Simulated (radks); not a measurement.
Question: The argon ion Ar3+, [Ne] 3s2 3p3. Method: non-relativistic Kohn-Sham, r2SCAN, spin-polarised, spherical densities, point nucleus; meta-GGA in the generalised Kohn-Sham scheme; computed with a radial shooting solver on a logarithmic mesh with Libxc functionals. Every spin shell is full or empty, so the densities are truly spherical. Functionals are evaluated on that one density, not self-consistently. Rank these orbital-free kinetic functionals by their error against the exact value of the orbitals, and give that value: Thomas-Fermi, von Weizsacker, TF + vW, LC94, APBEK, Perdew 92, Thakkar, Pearson, PG1, DePristo-Kress.

Answer: Exact: 523.926 hartree. From best to worst, with 100 (|E| - |E exact|)/|E exact| (equal figures are ties): Thakkar -0.06, DePristo-Kress +0.10, LC94 +0.19, APBEK +0.31, Perdew 92 -0.50, Pearson -1.44, Thomas-Fermi -7.07, PG1 +23.95, von Weizsacker -40.93, TF + vW +52.00.
